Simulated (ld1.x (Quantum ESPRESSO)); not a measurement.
## Tl (Z = 81): one change to a TM potential, before and after

```
Element                 : Tl (Z = 81)
Generator               : ld1.x (Quantum ESPRESSO) 7.5
Type                    : norm-conserving Troullier–Martins (Kleinman–Bylander form)
Functional              : PBE
Relativity              : scalar-relativistic
Frozen core             : [Xe] 4f14
Valence charge          : 13
Reference configuration : 5d10 6s1.5 6p0 (charge +1.5)
Partial waves           : 6p (bound, empty): rc 2.85 bohr; 5d (bound): rc 1.95 bohr; 6s (bound): rc 2.10 bohr
Local potential         : the s channel
Core correction         : none
```

All-electron outer shells of the reference configuration (PBE, scalar-relativistic, ld1.x):

```csv
shell,level (eV),outermost node (bohr),outermost maximum (bohr)
5p,-88.58,0.50,0.91
5d,-27.85,0.53,1.11
6s,-20.76,1.04,2.02
6p,-12.01,1.22,2.60
```

Change: all radii scaled by about 0.86 (s 1.80, p 2.44, d 1.66 bohr).

Cutoffs: the cutoffs (Ry, on a coarse ladder) from which the occupation-weighted sum of valence levels, in a spherical-Bessel basis at the reference potential, stays within 10 and 1 mRy of its value at 400 Ry; they do not see the model core or the augmentation charge, which bear on the density cutoff. Errors are all-electron minus pseudo energies relative to the spin-unpolarised reference configuration.

Predict the effect on cutoff, ghosts and configuration errors.

The potential gets neither clearly harder nor softer (50 Ry and 80 Ry → 50 Ry and 90 Ry); the d channel sets the loose cutoff, while the largest relative change is in s, which becomes harder; of the 7 tests that both files solve, the error grows in 0 and shrinks in 2 by more than 15 % and 0.3 meV (median size 9.2 → 10.3 meV); neither file shows a bound ghost.

```tsv
quantity	base	changed
cutoff, loose	50 Ry	50 Ry
cutoff, tight	80 Ry	90 Ry
loose cutoff by channel (10 mRy a level)	d 40 Ry, s 15 Ry	d 45 Ry, s 21 Ry
bound ghosts	none	none
error for 5d10 6s2 6p1, meV [ΔE -14.42 eV]	+13	+14
error for 5d10 6s2 6p0, meV [ΔE -9.26 eV]	+5.0	+5.5
error for 5d10 6s1 6p0, meV [ΔE 11.52 eV]	-2.0	-1.3
error for 5d9 6s2 6p1, meV [ΔE 6.81 eV]	-145	-136
error for 5d9 6s0 6p0, meV [ΔE 93.45 eV]	-64	-68
error for 5d10 6s2 6p0.5, meV [ΔE -12.57 eV]	+9.2	+10
error for 5d10 6s1 6p1, meV [ΔE -0.98 eV]	+1.8	+1.0
```
